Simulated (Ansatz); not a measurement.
System: C₂H₂N, charge 0, doublet. C2H2N (SMILES [CH2][N+]#[C-], doublet).
B3LYP-D3(BJ)/def2-TZVP minimum from Ansatz (a quantum-chemistry and plane-wave program):
```xyz
5

C     -1.1003     0.1172     0.1136
N      0.2172    -0.0231    -0.0224
C      1.3859    -0.1476    -0.1430
H     -1.6290    -0.5396     0.7877
H     -1.6054     0.8842    -0.4538
```
Charge 0, spin multiplicity 2.

Total energies in hartree (Ansatz). UHF or UKS for unpaired electrons; spin-orbit terms are left out. Correlated methods leave the cores frozen. No relativity. For partners of very few electrons the exact lower level stands in for a higher one. The UHF reference of C2H2N ([C-]#[N+][CH2], doublet) is spin-contaminated (<S^2> up to 0.08 over the pure value in the sets run).

```tsv
species	HF/cc-pVTZ	CCSD(T)/cc-pVTZ	HF/cc-pVQZ	CCSD(T)/cc-pVQZ	CCSD(T)/cc-pVDZ	CCSDT(Q)/cc-pVDZ
1: C2H2N (SMILES [C-]#[N+][CH2], doublet)	-131.31713	-131.82555	-131.32595	-131.86225	-131.70180	-131.70412
2: C (triplet)	-37.69157	-37.78076	-37.69331	-37.78654	-37.76038	-37.76071
3: N (quartet)	-54.40069	-54.51471	-54.40372	-54.52482	-54.47850	-54.47866
4: H (doublet)	-0.49981	-0.49981	-0.49995	-0.49995	-0.49928	-0.49928
```

### Question
Work out the atomisation energy (electronic, to ground-state atoms) in kcal/mol: take Hartree-Fock from cc-pVQZ, extrapolate the CCSD(T) correlation energy as X^-3 (X = 3, 4), and add CCSDT(Q) - CCSD(T) in cc-pVDZ. 1 hartree = 627.51 kcal/mol.

### Answer

Species 1: correlation (64·(-0.53630) - 27·(-0.50842))/37 = -0.55664; step -0.00232; E1 = -131.32595 + (-0.55664) + (-0.00232) = -131.88491
Species 2: correlation (64·(-0.09323) - 27·(-0.08919))/37 = -0.09618; step -0.00033; E2 = -37.69331 + (-0.09618) + (-0.00033) = -37.78982
Species 3: correlation (64·(-0.12110) - 27·(-0.11402))/37 = -0.12627; step -0.00016; E3 = -54.40372 + (-0.12627) + (-0.00016) = -54.53015
Species 4: correlation (64·(0.00000) - 27·(0.00000))/37 = 0.00000; step +0.00000; E4 = -0.49995 + (0.00000) + (+0.00000) = -0.49995
-1·E1 +2·E2 +1·E3 +2·E4 = 0.77522 hartree = 486.5 kcal/mol.
